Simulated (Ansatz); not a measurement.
Two structures of BPH6O3, singlet, reached by relaxing down either side of one saddle point (PBE0-D4/def2-TZVP). Energies are electronic, without zero-point energy. Ansatz 0.2.0; basis: def2-TZVPP and def2-QZVPP; cores frozen in the correlated methods. Extrapolation: Hartree–Fock as exp(−7.88 √X), correlation as X^−2.97. First:

B1  (-0.107, 0.212, -1.502)
O2  (-0.360, 0.550, -2.803)
O3  (0.841, -0.716, -1.202)
O4  (-0.823, 0.824, -0.504)
H5  (0.479, 0.797, 2.518)
P6  (0.432, -0.571, 2.162)
H7  (0.198, 0.062, -3.413)
H8  (0.922, -0.863, -0.248)
H9  (-1.455, 1.454, -0.857)
H10  (-0.955, -0.708, 2.408)
H11  (0.827, -1.041, 3.440)
(Å)

Second:

```csv
atom,x (Å),y (Å),z (Å)
B1,-0.9635,-0.1164,0.0681
O2,2.6119,0.4958,-0.8684
O3,-0.2398,-0.2602,-1.0876
O4,-2.3203,-0.1728,0.1308
H5,2.5174,1.3048,-0.3612
P6,0.0199,0.3313,1.6690
H7,1.7085,0.2139,-1.0550
H8,-0.7413,-0.4197,-1.8919
H9,-2.7792,-0.3130,-0.7022
H10,-0.8130,-0.3818,2.5641
H11,0.9993,-0.6818,1.5342
```

Question: Which bonds change from the first to the second?

Answer: BH₃O₃ ([OH][B]([OH])[OH]) + PH₃ → BPH₄O₂ ([OH][B]([OH])[PH2]) + H₂O; bonds formed: B1–P6, O2–H5; bonds broken: B1–O2, H5–P6.

Question: Give the saddle point's structure and its height above each. (Judge from chemistry; the value comes from the calculation.)

Answer: By the calculation: 261.0 kJ/mol above the first and 135.6 kJ/mol above the second (CCSD(T) at an estimated basis limit (MP2 extrapolated from triple and quadruple zeta, plus CCSD(T) − MP2 in triple zeta)).
```xyz
11
angstrom
B -0.3033 0.0071 -0.4486
O 0.8673 1.0026 -0.6883
O -0.0399 -1.1050 -1.2697
O -1.5617 0.6217 -0.4129
H 1.2156 0.8131 0.5274
P 0.3728 -0.1931 1.5435
H 1.4933 0.6087 -1.3086
H -0.8073 -1.6756 -1.3373
H -1.7293 1.1363 -1.2070
H -0.4045 0.2127 2.6417
H 0.8969 -1.4286 1.9598
```

No T1 diagnostic of these runs exceeds 0.013.

Labels in which every atom is bracketed show which atoms are joined, not bond orders.

For scale, one of the runs: CCSD(T)/def2-TZVPP, 250 basis functions, launched by `ansatz run in.yaml --threads 8 --pin off --events-out ev --progress --plain --max-ram 19148MiB`. Time: 100 s of wall clock on 8 CPU threads of an Arm Neoverse V1; the host was shared. Peak host memory: 5.6 GiB.
